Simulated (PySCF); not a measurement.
Compound: C5H16N2Si2.
Numbering: `[CH3:1][N:2]([CH3:3])[Si@@H:4]1[CH2:5][CH2:6][CH2:7][Si@@H:8]1[NH2:9]` (hydrogens: H10, H11, H12 on C1; H13, H14, H15 on C3; H16 on Si4; H17, H18 on C5; H19, H20 on C6; H21, H22 on C7; H23 on Si8; H24, H25 on N9)

Geometry (PBE0-D3(BJ)/def2-SVP, Å), atoms numbered from 1 in this order:
```xyz
25
C5H16N2Si2 angstrom
C      2.390   -0.479   -1.429
N      1.579   -0.053   -0.317
C      2.259    0.834    0.592
Si     0.269   -1.075    0.235
C     -0.943   -1.474   -1.178
C     -2.367   -1.485   -0.597
C     -2.687   -0.194    0.170
Si    -1.338    0.117    1.476
N     -1.094    1.817    1.774
H      2.759    0.391   -2.005
H      1.806   -1.105   -2.121
H      3.281   -1.066   -1.120
H      2.651    1.718    0.053
H      3.122    0.363    1.109
H      1.562    1.200    1.362
H      0.750   -2.371    0.843
H     -0.853   -0.664   -1.925
H     -0.717   -2.418   -1.696
H     -3.107   -1.652   -1.398
H     -2.474   -2.349    0.085
H     -2.672    0.668   -0.523
H     -3.695   -0.218    0.614
H     -1.691   -0.486    2.799
H     -0.762    2.115    2.684
H     -0.687    2.393    1.044
```

All values: PBE0/pcSseg-1 (PySCF, non-relativistic), on one gas-phase PBE0-D3(BJ)/def2-SVP geometry that isn't relaxed in the solvent. The solvent is an IEF-PCM continuum (Bondi radii, 1.10 Å for H, scaled by 1.2). Only the electrostatic response of the medium enters.

Gas phase at PBE0/pcSseg-1: HOMO -6.08 eV, LUMO 0.15 eV, dipole 1.46 D.

Question: What does the continuum do to the energy, the frontier levels and the dipole at PBE0/pcSseg-1 in tetrahydrofuran and dichloromethane?

Answer: 
```json
{"solvent": "tetrahydrofuran", "ε": "7.426", "E(solvent) − E(gas) (kcal/mol)": "-3.44", "polarisation term (kcal/mol)": "-3.71", "distortion of the solute (kcal/mol)": "0.27", "HOMO (eV)": "-6.04", "LUMO (eV)": "0.23", "dipole (D)": "1.84"}
{"solvent": "dichloromethane", "ε": "8.93", "E(solvent) − E(gas) (kcal/mol)": "-3.58", "polarisation term (kcal/mol)": "-3.88", "distortion of the solute (kcal/mol)": "0.30", "HOMO (eV)": "-6.04", "LUMO (eV)": "0.23", "dipole (D)": "1.86"}
```

The polarisation term is half the interaction of the solute with the surface charges that it induces; the rest is the cost of distorting the solute's density. The sum is the electrostatic part of solvation alone. From tetrahydrofuran to dichloromethane the lowering changes by a factor 1.04, Onsager's factor (ε − 1)/(2ε + 1) by 1.04 and ε itself by 1.2.

Question: Which radius a makes the point-dipole formula ΔE = −[(ε − 1)/(2ε + 1)]·μ²/a³ give the value in dichloromethane, with the gas-phase dipole?

Answer: μ = 0.573 au and |ΔE| = 0.00571 Eh give a = 1.53 Å; the farthest nucleus lies 3.67 Å from the centroid of the nuclei, so such a sphere wouldn't even hold the nuclei. The formula assumes a rigid point dipole at the centre of a sphere.

Question: Give the dipole vector in the frame of the coordinates (D, pointing from negative to positive charge), gas and dichloromethane.

Answer: Gas (0.91, 1.08, -0.35), solvent (1.15, 1.37, -0.49). Its length changes by +28 % and its direction by 1°.

Question: Which IAO charges (PBE0/pcSseg-1) respond most in dichloromethane (means over atoms taken as equivalent)?

Answer: 
```csv
atoms,environment,gas (e),solvent (e),change
N9,silicon-bound nitrogen,-0.827,-0.841,-0.014
H16,Si–H hydrogen,-0.153,-0.166,-0.013
H24/H25,N–H hydrogen,+0.260,+0.271,+0.011
H23,Si–H hydrogen,-0.123,-0.130,-0.007
C1/C3,N-methyl carbon,-0.289,-0.293,-0.004
C7,sp3 carbon bound to silicon,-0.541,-0.545,-0.004
N2,silicon-bound nitrogen,-0.491,-0.495,-0.004
H10 (×6),methyl hydrogen,+0.125,+0.128,+0.003
```
